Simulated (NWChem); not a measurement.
Species: phosphoric acid (H₃PO₄); SMILES O=P(O)(O)O

```xyz
8

O      1.4282    -0.1440    -0.5880
P      0.0003    -0.0025     0.1301
O      0.0037    -0.0306     1.6054
O     -0.5817     1.3264    -0.5553
O     -0.8505    -1.1491    -0.6018
H      2.0001    -0.7483    -0.0976
H     -0.3507     2.1085    -0.0377
H     -1.6499    -1.3555    -0.1007
```
Atoms are numbered in this order, from 1.

Program: NWChem. Pople sets run with spherical d functions. Geometry: optimised at PBE0/def2-SVP. Static field.

```json
[
 {"level": "CAM-B3LYP/6-31G*", "basis functions": "80", "isotropic polarisability (bohr³)": "(withheld)", "anisotropy (bohr³)": "1.0"},
 {"level": "CAM-B3LYP/6-31+G*", "basis functions": "100", "isotropic polarisability (bohr³)": "34.6", "anisotropy (bohr³)": "1.3"},
 {"level": "CAM-B3LYP/def2-SVP", "basis functions": "89", "isotropic polarisability (bohr³)": "27.0", "anisotropy (bohr³)": "0.9"},
 {"level": "CAM-B3LYP/def2-SVPD", "basis functions": "140", "isotropic polarisability (bohr³)": "37.9", "anisotropy (bohr³)": "0.2"}
]
```

Q: What belongs in the gaps?

A: 
- CAM-B3LYP/6-31G*, isotropic polarisability (bohr³): 27.8
